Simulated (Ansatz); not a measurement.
This geometry of ClH + H4Sn (7 atoms, charge 0, multiplicity 1) is a first-order saddle point.

Theory: Ansatz, RKS PBE0-D4/def2-SVP.

```xyz
7
Properties=species:S:1:pos:R:3
Sn -0.192 0.000 -0.128
H -0.036 0.000 1.861
H 1.536 0.000 -0.027
H -0.691 1.480 -0.798
H -0.691 -1.480 -0.798
Cl -2.560 0.000 1.309
H -0.973 0.000 1.878
```

Task: Which two structures does it join? (They come from a converged band through this point; their orientation in space is the band's.)

Result: Bonds broken: Sn1–H2, Cl6–H7. Bonds formed: Sn1–Cl6, H2–H7. ClH + H4Sn becomes ClH3Sn + H2.

Initial state:

```xyz
7
Properties=species:S:1:pos:R:3
Sn 0.311 0.000 -0.150
H 0.311 0.000 1.566
H 1.939 0.000 -0.681
H -0.474 1.406 -0.719
H -0.474 -1.406 -0.719
Cl -3.109 0.000 1.596
H -2.109 0.000 2.405
```

Final state:

```xyz
7
Properties=species:S:1:pos:R:3
Sn -0.417 0.000 -0.758
H -0.087 0.000 3.515
H 0.926 0.000 0.295
H -0.517 1.420 -1.700
H -0.517 -1.420 -1.700
Cl -2.330 0.000 0.629
H -0.664 0.000 3.017
```

Task: How far does it lie above each of them?

Result: 1.22 eV above the first and 1.83 eV above the second. This is the barrier of this one path; another mechanism may lie lower. The orbitals stay closed-shell, which can raise the energy where a bond breaks towards radicals; this wasn't checked here.

Run time: 2.2 min on 2 threads of Arm Neoverse V1, with other jobs on the host, peak memory 0.14 GiB.
